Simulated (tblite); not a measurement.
Compound: C₈H₁₂N₂.
Structure used (GFN2-xTB), in Å, numbered top down from 1:
```
atom  x, y, z in Å
C1     2.4462   -1.4175    1.1670
C2     2.1711   -0.6317    0.1435
C3     1.0710   -0.8861   -0.8463
N4     0.2625    0.2877   -1.0525
N5     0.3854    0.9820   -2.1826
C6    -0.4315    2.0106   -2.0704
C7    -1.0942    1.9873   -0.8384
C8    -0.6174    0.8612   -0.1980
C9    -0.9767    0.2827    1.1266
C10   -2.1189   -0.7292    0.9987
H11    1.8831   -2.3170    1.3601
H12    3.2504   -1.2030    1.8493
H13    2.7416    0.2688   -0.0392
H14    1.5072   -1.1233   -1.8222
H15    0.4481   -1.7250   -0.5210
H16   -0.5182    2.7238   -2.8659
H17   -1.8115    2.6905   -0.4669
H18   -1.2914    1.0934    1.7868
H19   -0.1033   -0.1991    1.5710
H20   -3.0025   -0.2474    0.5871
H21   -2.3705   -1.1404    1.9734
H22   -1.8409   -1.5488    0.3393
```

Method: GFN2-xTB as coded in tblite; computed harmonic values from a numerical Hessian at the method's own geometry, unscaled. Errors from tens to a few hundred cm⁻¹ against measured bands are possible. One conformer, not necessarily the lowest.

Harmonic wavenumbers (cm⁻¹): 43.7, 63.9, 87.7, 126.1, 149.4, 182.7, 259.7, 326.0, 366.5, 398.3, 412.1, 583.4, 627.1, 648.7, 673.8, 781.8, 809.8, 824.8, 846.3, 899.5, 912.4, 918.3, 963.0, 1001.8, 1024.1, 1052.2, 1057.4, 1079.0, 1099.0, 1138.0, 1181.2, 1193.2, 1244.1, 1262.6, 1305.1, 1320.1, 1330.2, 1369.1, 1405.2, 1409.4, 1412.6, 1430.0, 1480.2, 1494.8, 1499.2, 1505.4, 1559.4, 1715.4, 2949.3, 2957.9, 2979.7, 2988.5, 3030.9, 3035.8, 3043.5, 3071.1, 3094.8, 3130.1, 3167.1, 3179.3.

A = 1742, B = 1186, C = 804.8 MHz; mass 136.100 u (most abundant isotopes); point group C1, symmetry number 1.

Q: Zero-point energy?

A: ½Σν̃ = 40551 cm⁻¹ = 115.94 kcal/mol.

Q: Entropy at 350 K, 1 bar (ideal gas, RRHO, classical rotation)?

A: Translation 41.46, rotation 30.13, vibration 36.44: S = 108.0 cal/(mol K).

Q: And Cp and H(350 K) − H(0)?

A: Cp = 46.18 cal/(mol K), of which vibrations give 38.23 (their classical limit is 60 R = 119.2); H(350 K) − H(0) = 9.36 kcal/mol without the zero-point energy, 6.57 from vibrations.

Q: How do the functions run with temperature in this model?

A: 
```tsv
T (K)	S (cal/(mol K))	Cp (cal/(mol K))	H − H(0) (kcal/mol)	G − H(0) (kcal/mol)	ln q(vib)
150	80.1	24.0	2.45	-9.56	3.45
250	94.6	34.2	5.34	-18.32	6.19
298.15	101.1	39.9	7.12	-23.03	7.49
400	114.6	52.0	11.81	-34.02	10.24
600	139.6	71.3	24.26	-59.47	15.70
900	172.3	89.8	48.67	-106.39	23.68
```

q(vib) and H(0) count from the zero-point level.

Q: Which modes carry the vibrational entropy at 350 K?

A: 43.7 cm⁻¹: 5.40; 63.9 cm⁻¹: 4.65; 87.7 cm⁻¹: 4.03; 126.1 cm⁻¹: 3.32; 149.4 cm⁻¹: 2.99; 182.7 cm⁻¹: 2.60 cal/(mol K); the other 54 give 13.46 together.

Q: What must be added to the electronic energy to get the Gibbs energy at 350 K and 1 bar?

A: ZPE + [H(350 K) − H(0)] − T·S = 115.94 + 9.36 − 37.81 = 87.49 kcal/mol.

Q: Blend soft modes into free rotors: weight 1/[1 + (100 cm⁻¹/ν̃)⁴] for the oscillator and the rest for a rotor with moment μB/(μ + B), μ = h/(8π²ν), B = 10⁻⁴⁴ kg m². What vibrational entropy results?

A: 33.14 cal/(mol K) in place of 36.44, which changes −T·S at 350 K by +1.15 kcal/mol.

Hindered rotation and anharmonicity are outside this model. Other conformers, if any are populated, would add a mixing term that is left out. The structure is chiral; the term R ln 2 for an equal mix with its mirror image is left out.
